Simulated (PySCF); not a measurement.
**Selenium: a sound run and one with changed settings**

Sound run: Se⁺ [Ar] 3d10 4s2 4p3, Se²⁺ [Ar] 3d10 4s2 4p2. Computed with PySCF 2.14 in Sapporo-DKH3-DZP-2012 (6s5p3d1f, 43 functions), with scalar relativity by spin-free X2C-1e. In the sound run the correlated levels freeze [Ar] 3d10. The sound run starts from symmetry-adapted Hartree-Fock orbitals and uses a fine grid where one is needed.

Changed run: all electrons correlated in a basis built for the valence shell.

```json
{"species": "Se⁺", "method": "MP2", "sound run (hartree)": "-2427.75699", "changed run (hartree)": "-2428.37921", "converged": "yes"}
{"species": "Se²⁺", "method": "MP2", "sound run (hartree)": "-2426.97497", "changed run (hartree)": "-2427.59404", "converged": "yes"}
```

Ionisation energy of Se⁺:

```csv
method,sound run (eV),changed run (eV)
UHF,20.894,20.894
MP2,21.280,21.366
SCS-MP2,21.154,21.209
```

A valence basis has no tight correlating functions, so it recovers only part of the core correlation, and not evenly between atom and ion.

For comparison, NIST gives 21.196 ± 0.01 eV between the lowest levels.
